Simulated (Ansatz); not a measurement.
Na₁₁⁺, 11 atoms. Hardware: 4 threads of Intel Xeon Platinum 8488C on a shared host.

Correlated methods freeze 11 core orbitals; core or outer-core shells of Na are correlated, in sets that lack core-valence functions.

(1) How many basis functions does each of these Ansatz runs have, and roughly what does it cost? PBE0/def2-SVP, charge 1 singlet, energy, from earlier orbitals; RPA@PBE/def2-SVP, charge 1 singlet, energy, from earlier orbitals; MP2/def2-SVP, charge 1 singlet, energy, from earlier orbitals; PBE/def2-SVP, charge 1 singlet, relaxation, 19 steps; r2SCAN/def2-TZVP, charge 1 singlet, energy, from earlier orbitals; r2SCAN0/def2-TZVP, charge 1 singlet, energy, from earlier orbitals; PBE/def2-SVP, charge 1 singlet, energy, from earlier orbitals; PBE0/def2-TZVP, charge 1 singlet, energy, from earlier orbitals; PBE/def2-TZVP, charge 1 singlet, energy and forces, from earlier orbitals; revPBE/def2-TZVP, charge 1 singlet, energy, from earlier orbitals.

## Answers

(1) Other jobs shared the machine, so times can vary by a factor of up to 3. A dash marks memory too small to be measured apart from the calling script's.

| run | functions | fitting or Cholesky vectors | wall time | peak host memory (GiB) |
| --- | --- | --- | --- | --- |
| PBE/def2-SVP, charge 1 singlet, energy, from earlier orbitals | 165 | 1925 | 3.5 s | – |
| MP2/def2-SVP, charge 1 singlet, energy, from earlier orbitals | 165 | 1485 | 3.7 s | 0.6 |
| PBE0/def2-SVP, charge 1 singlet, energy, from earlier orbitals | 165 | 1485 | 6 s | 0.58 |
| RPA@PBE/def2-SVP, charge 1 singlet, energy, from earlier orbitals | 165 | 1485 | 6 s | – |
| revPBE/def2-TZVP, charge 1 singlet, energy, from earlier orbitals | 352 | 3047 | 6.5 s | 1.1 |
| PBE/def2-TZVP, charge 1 singlet, energy and forces, from earlier orbitals | 352 | 3047 | 8 s | 1.1 |
| r2SCAN/def2-TZVP, charge 1 singlet, energy, from earlier orbitals | 352 | 3047 | 14 s | 1.2 |
| PBE0/def2-TZVP, charge 1 singlet, energy, from earlier orbitals | 352 | 3146 | 19 s | 2.3 |
| r2SCAN0/def2-TZVP, charge 1 singlet, energy, from earlier orbitals | 352 | 3146 | 22 s | 2.4 |
| PBE/def2-SVP, charge 1 singlet, relaxation, 19 steps | 165 | 1925 | 46 s | – |
